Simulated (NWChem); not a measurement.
Molecule: CH$_{7}$ClSi$_{2}$; SMILES C[Si@@H]([SiH3])Cl

Results from NWChem. Pople sets run with spherical d functions. Structure relaxed at the PBE0/def2-SVP level. Level: PBE0/6-31G* with SMD (1 M gas to 1 M solution), gas-phase geometry. Reactions with the solvent are ignored.

For solvent acetone:

```
Item                                         Result
-------------------------------------------  ------
solvation free energy (kcal/mol)               -3.2
cavity-dispersion-structure term (kcal/mol)    -0.7
```

Task: How do the values read with solvent water instead?

Result: 
| Property | Value |
|---|---|
| solvation free energy (kcal/mol) | 1.3 |
| cavity-dispersion-structure term (kcal/mol) | 3.9 |
